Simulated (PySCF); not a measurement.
A structure optimised at ωB97X-D3(BJ)/def2-SVP, used in a PySCF frequency run:

```xyz
12

Si     1.6994    -0.1411    -0.0548
N      0.0117     0.2228     0.1427
C     -1.0084    -0.3584     0.9311
C     -2.0304    -0.0920     0.0932
C     -1.0368     0.5365    -0.8698
H      2.3247     0.9801    -0.8115
H      2.2927    -0.2610     1.3072
H      1.9812    -1.4107    -0.8001
H     -0.8745    -0.8251     1.9120
H     -3.1116    -0.2108     0.1088
H     -0.8917     0.0078    -1.8273
H     -1.1396     1.6193    -1.0482
```

Write its SMILES and formula.

[SiH3]N1C=CC1, C₃H₇NSi

What are its rotational constants (standard atomic weights)?

11.646, 2.6652, 2.2865 GHz
